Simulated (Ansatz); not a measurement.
Relaxation of CH8FNOSi2 (14 atoms, charge 0, multiplicity 1), to a largest force component of 0.02 eV/Å in at most 40 steps.

All numbers below come from RKS r2SCAN-D4/STO-3G in Ansatz.

```xyz
14
Properties=species:S:1:pos:R:3:forces:R:3
O -0.579 2.417 -0.058 -4.32 2.42 0.02
Si -1.388 1.100 0.516 1.13 -0.67 -1.34
F -0.869 0.871 1.994 0.53 -0.41 2.32
C -0.873 -0.429 -0.504 -3.71 -0.78 1.59
N 0.484 -0.569 -0.887 1.57 2.29 0.34
Si 1.754 -0.961 0.198 0.19 -0.12 1.67
H 0.352 2.340 -0.201 3.63 -1.24 -0.40
H -2.812 1.333 0.555 -0.18 0.20 -0.36
H -1.517 -0.350 -1.390 0.08 -0.12 -0.53
H -1.292 -1.341 0.040 0.28 0.55 -0.32
H 0.534 -1.222 -1.621 0.03 -1.94 -2.78
H 1.359 -2.202 0.917 0.59 0.62 -0.04
H 2.896 -1.194 -0.657 0.15 -0.04 0.21
H 1.937 0.179 1.127 0.04 -0.78 -0.39
```

Task: Where does it end, and by what steps?

Result: The forces met the threshold. Limits of this set-up: minimal basis. After 15 steps the energy has fallen by 1.111 eV; H7 moved furthest, 0.97 Å.

```csv
step,energy less start (eV),largest force component (eV/Å),accepted
0,0.0000,4.316,yes
1,-0.7080,1.370,yes
2,-0.8455,0.623,yes
3,-0.9010,0.799,yes
4,-0.9323,0.589,yes
5,-0.9724,0.623,yes
6,-1.0227,0.536,yes
7,-1.0459,0.831,yes
8,-1.0723,0.614,yes
9,-1.0908,0.167,yes
10,-1.1012,0.218,yes
11,-1.1065,0.135,yes
12,-1.1093,0.053,yes
13,-1.1104,0.022,yes
14,-1.1107,0.032,yes
15,-1.1108,0.012,yes
```

```xyz
14
Properties=species:S:1:pos:R:3
O -0.219 2.223 -0.153
Si -1.371 1.210 0.555
F -1.155 1.096 2.178
C -0.976 -0.461 -0.296
N 0.433 -0.238 -0.851
Si 1.725 -0.954 0.167
H 0.335 1.466 -0.622
H -2.745 1.647 0.338
H -1.657 -0.630 -1.145
H -1.043 -1.350 0.357
H 0.469 -0.662 -1.812
H 1.547 -2.383 0.351
H 2.988 -0.700 -0.489
H 1.655 -0.295 1.451
```

Time of the run: 79 s on 1 thread of Arm Neoverse V2, on a shared host, peak memory 0.17 GiB.
